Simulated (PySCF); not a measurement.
# Working with the constants of SrB⁺

UHF-CCSD(T) constants of SrB⁺, ³Π (triplet), unpaired electrons σ ↑, π ↑ (PySCF, scalar-relativistic core potentials, basis sets Sr def2-SVPD with ECP28, B def2-SVPD; masses 87.9056 and 11.0093 u):

* ωe: 359.6 cm⁻¹
* ωexe: 4.18 cm⁻¹
* Be: 0.24449 cm⁻¹
* αe: 0.00269 cm⁻¹
* De to Sr⁺ + B: 0.74 eV

(1) What force constant and bond length do these constants imply?

(2) Estimate the centrifugal constant D from the Kratzer relation and find the Dunham coefficient a1.

Correlated steps freeze 1 core orbital. Correlated levels converge slowly with the basis: in double zeta they bind strong bonds too weakly, by up to about 1 eV, and carry superposition errors of some tenths. Spin–orbit coupling is left out. For an ion De counts to the pair picked by the measured ionisation energies or electron affinities, which need not be the lowest pair at this level. The state was picked by a PBE0 search and need not be the measured ground state.

## Answers

(1) Reduced mass μred = 9.7840 u; k = 5.8918×10⁻⁷·μred·ωe² (u, cm⁻¹, mdyn/Å) = 0.745 mdyn/Å; Re = √(16.8576/(μred·Be)) (u, cm⁻¹, Å) = 2.655 Å.

(2) D = 4Be³/ωe² = 4.52e-07 cm⁻¹; a1 = −1 − αeωe/(6Be²) = -3.70.
